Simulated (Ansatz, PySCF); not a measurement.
Stretching the Al1–Cl4 bond in AlClFH (SMILES [F][AlH][Cl]) (multiplicity 1 held, fragments rigid). Energies count from the point at 2.087 Å.
Geometry at that point (charge 0, multiplicity 1):
```
atom    x (Å)    y (Å)    z (Å)
----  -------  -------  -------
Al    -0.5612   0.1772  -0.4707
H     -1.7558  -0.3699  -1.3032
F     -0.2159   1.7862  -0.4960
Cl     0.6468  -1.0594   0.6992
```

R- and RO- levels are restricted; in cc, def2 and unpolarised 6-31G sets they are followed outwards from rest. Unrestricted levels (U-) break spin symmetry where that is lower. Active spaces are followed from a long bond inwards. Left out are points that failed, MP2 points that dive below the minimum, coupled-cluster points behind a jump of the amplitudes or a sharp parting from full CI or MRCI, small-basis points behind a change of solution, and semi-empirical points at long bonds. Curves can end on different states.

Cores are frozen in the correlated methods. Rows in 6-31G* carry no dispersion term and start afresh at each structure (6-31G* with six Cartesian d functions). MP2/6-31G* freezes PySCF's default core.

Programs: Ansatz (Gaussian basis) for Hartree–Fock, density functionals and correlated methods; PySCF for 6-31G* rows. Values without a source in brackets are computed.

Energies in kJ/mol.

```json
[
 {"R (Å)": "1.670", "R-HF/cc-pV(T+d)Z": "281", "U-r2SCAN/cc-pV(T+d)Z": "271", "U-B3LYP/cc-pV(T+d)Z": "274", "R-MP2/6-31G*": "290", "FIC-MRCISD+Q on CASSCF(6,4)/cc-pV(T+d)Z": "280"},
 {"R (Å)": "1.879", "R-HF/cc-pV(T+d)Z": "48", "U-r2SCAN/cc-pV(T+d)Z": "46", "U-B3LYP/cc-pV(T+d)Z": "49", "R-MP2/6-31G*": "50", "FIC-MRCISD+Q on CASSCF(6,4)/cc-pV(T+d)Z": "49"},
 {"R (Å)": "2.087", "R-HF/cc-pV(T+d)Z": "0", "U-r2SCAN/cc-pV(T+d)Z": "0", "U-B3LYP/cc-pV(T+d)Z": "0", "R-MP2/6-31G*": "0", "FIC-MRCISD+Q on CASSCF(6,4)/cc-pV(T+d)Z": "0"},
 {"R (Å)": "2.296", "R-HF/cc-pV(T+d)Z": "30", "U-r2SCAN/cc-pV(T+d)Z": "29", "U-B3LYP/cc-pV(T+d)Z": "26", "R-MP2/6-31G*": "30", "FIC-MRCISD+Q on CASSCF(6,4)/cc-pV(T+d)Z": "28"},
 {"R (Å)": "2.505", "R-HF/cc-pV(T+d)Z": "91", "U-r2SCAN/cc-pV(T+d)Z": "85", "U-B3LYP/cc-pV(T+d)Z": "80", "R-MP2/6-31G*": "90", "FIC-MRCISD+Q on CASSCF(6,4)/cc-pV(T+d)Z": "87"},
 {"R (Å)": "2.818", "R-HF/cc-pV(T+d)Z": "196", "U-r2SCAN/cc-pV(T+d)Z": "181", "U-B3LYP/cc-pV(T+d)Z": "172", "R-MP2/6-31G*": "193", "FIC-MRCISD+Q on CASSCF(6,4)/cc-pV(T+d)Z": "188"},
 {"R (Å)": "3.131", "R-HF/cc-pV(T+d)Z": "294", "U-r2SCAN/cc-pV(T+d)Z": "269", "U-B3LYP/cc-pV(T+d)Z": "257", "R-MP2/6-31G*": "286", "FIC-MRCISD+Q on CASSCF(6,4)/cc-pV(T+d)Z": "281"},
 {"R (Å)": "3.653", "R-HF/cc-pV(T+d)Z": "425", "U-r2SCAN/cc-pV(T+d)Z": "376", "U-B3LYP/cc-pV(T+d)Z": "364", "R-MP2/6-31G*": "410", "FIC-MRCISD+Q on CASSCF(6,4)/cc-pV(T+d)Z": "399"},
 {"R (Å)": "4.175", "R-HF/cc-pV(T+d)Z": "521", "U-r2SCAN/cc-pV(T+d)Z": "429", "U-B3LYP/cc-pV(T+d)Z": "417", "R-MP2/6-31G*": "496", "FIC-MRCISD+Q on CASSCF(6,4)/cc-pV(T+d)Z": "464"},
 {"R (Å)": "4.801", "R-HF/cc-pV(T+d)Z": "602", "U-r2SCAN/cc-pV(T+d)Z": "458", "U-B3LYP/cc-pV(T+d)Z": "447", "R-MP2/6-31G*": "562", "FIC-MRCISD+Q on CASSCF(6,4)/cc-pV(T+d)Z": "488"},
 {"R (Å)": "5.636", "R-HF/cc-pV(T+d)Z": "672", "U-r2SCAN/cc-pV(T+d)Z": "473", "U-B3LYP/cc-pV(T+d)Z": "463", "R-MP2/6-31G*": "left out", "FIC-MRCISD+Q on CASSCF(6,4)/cc-pV(T+d)Z": "493"},
 {"R (Å)": "6.679", "R-HF/cc-pV(T+d)Z": "722", "U-r2SCAN/cc-pV(T+d)Z": "479", "U-B3LYP/cc-pV(T+d)Z": "470", "R-MP2/6-31G*": "left out", "FIC-MRCISD+Q on CASSCF(6,4)/cc-pV(T+d)Z": "494"}
]
```

Doubts at one or more of the structures used: a restricted determinant that unrestricted orbitals would lower (R-HF/cc-pV(T+d)Z, R-MP2/6-31G*); a spin-contaminated determinant (U-r2SCAN/cc-pV(T+d)Z, U-B3LYP/cc-pV(T+d)Z); active orbitals that take no part (FIC-MRCISD+Q on CASSCF(6,4)/cc-pV(T+d)Z).

Ansatz is a first-principles code.
